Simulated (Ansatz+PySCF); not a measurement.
The numbers below are computed, except where a source is named.
Input for Ansatz (development build ahead of 0.2.0):

```yaml
crystal:
  periodic: [false, false, false]
  atoms:
    - { symbol: Be, position_ang: [0.0, 0.0, -1.78463] }
    - { symbol: O, position_ang: [0.0, 0.0, 0.89231] }
basis:
  gaussian: { orbitals: cc-pVDZ }
hamiltonian:
  xc: pbe
output:
  forces: true
```

The input is written out in the form of the current development build from the run's settings.

The run gave:

```yaml
Converged: yes
Total_energy: -89.57646 hartree
Spin_squared_of_the_determinant: 0.000
Stability_test: minimum among restricted orbitals
```

Forces (eV/Å):
```csv
atom,Fx,Fy,Fz
Be1,0.000,0.000,2.486
O2,0.000,0.000,-2.486
```

Caution: another spin multiplicity may lie lower; an unrestricted determinant lies well below.
